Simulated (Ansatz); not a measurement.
```yaml
crystal:
  periodic: [false, false, false]
  atoms:
    - {symbol: F, position_ang: [-1.268933, -0.968931, 3.236454]}
    - {symbol: Zr, position_ang: [0.030560, -0.180409, 0.010204]}
    - {symbol: F, position_ang: [3.450721, -1.179718, -0.141622]}
    - {symbol: F, position_ang: [-1.815776, -1.975136, -2.457439]}
    - {symbol: Cl, position_ang: [-0.302084, 4.165111, -0.725832]}
basis:
  gaussian: {orbitals: def2-TZVP}
hamiltonian: {xc: {name: HF}, pseudopotentials: {relativity: none}}
correlation: {method: mp2}
accuracy: high
```

```sh
$ ansatz run in.yaml --threads 4 --pin off --events-out ev --progress --plain --max-ram 10444MiB
```

Output, abridged:

```
Functional definition: HF
2394 factors; integrals over basis functions are off by at most 1.8e-7 eV
mean field evaluation 1: about -21852.4440 eV, gradient 7.7e1 eV
mean field evaluation 2: about -21852.4468 eV, gradient 7.7e1 eV
mean field evaluation 4: about -21867.0610 eV, gradient 5.0e1 eV
mean field evaluation 8: about -21867.0609 eV, gradient 5.0e1 eV
mean field evaluation 16: about -21872.7291 eV, gradient 2.8e-2 eV
mean field evaluation 128: about -21872.6839 eV, gradient 1.5e-1 eV
mean field evaluation 224: about -21872.7256 eV, gradient 3.9e-1 eV
mean field evaluation 256: about -21872.7291 eV, gradient 1.8e-3 eV
mean field -21872.72909951 eV, -803.8079685388 hartree, gradient 2.0e-8 eV, S^2 0.000000; 13 other end points of the search recorded, 0 dependent functions left out; unrestricted orbitals would lower it
unrestricted determinant -21881.94370479 eV, -804.1465990369 hartree, S^2 2.9755
8 core orbitals not correlated: weight in the atoms' cores, before any rotation towards them, 1.000 or more for the frozen orbitals, at most 0.000 for the correlated occupied ones
reference -21872.72909951 eV, -803.8079685388 hartree; 20, 20 occupied and 142, 142 virtual orbitals, 2394 factors
second order -38.27354052 eV of doubles, -0.00000000 eV of singles
Total energy: -21911.00264003 eV, -805.2144952102 hartree
```

Question: What is wrong with this run?

Answer: The coordinates are in bohr but typed as ångström. Self-consistency was reached. The result belongs to that input, not to the molecule as meant.
